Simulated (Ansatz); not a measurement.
Species: dibromoborane, sum formula BHBr2 (charge 0, singlet). 
Geometry from a B3LYP-D3(BJ)/def2-TZVP (Ansatz, a program for electronic structure) optimisation:
```
B
H 1 1.1799
Br 1 1.9017 2 119.19
Br 1 1.9017 2 119.19 3 -180.00
```

Computed values are from Ansatz. Cores are frozen in the correlated levels unless marked. UHF or UKS for open shells. No spin-orbit coupling. The frozen core is the preceding noble-gas configuration, with the filled d and f shells of earlier blocks. Non-relativistic. Basis-set limits of correlation are two-point, X^-3; Hartree-Fock from the larger set. The bracket is a focal-point correction in the basis named.

```
Quantity                                                                                                                                 Value
-------------------------------------------------------------------  -------------------------------------------------------------------------
atomisation energy De                                                                    1173.2 kJ/mol at CCSD(T)/CBS(aug-cc-pVTZ,aug-cc-pVQZ)
vertical ionisation energy (to the doublet)                          11.16 eV at RI-MP2/CBS(aug-cc-pVTZ,aug-cc-pVQZ)+[CCSD(T)-MP2]/aug-cc-pVTZ
vertical electron affinity (to the doublet; negative means unbound)   0.24 eV at RI-MP2/CBS(aug-cc-pVTZ,aug-cc-pVQZ)+[CCSD(T)-MP2]/aug-cc-pVTZ
total energy                                                                             -5170.8165 Eh at CCSD(T)/CBS(aug-cc-pVTZ,aug-cc-pVQZ)
dipole moment                                                                                                    0.40 D at CCSD(T)/aug-cc-pVDZ
T1 diagnostic                                                                                                        0.013 at CCSD/aug-cc-pVQZ
```
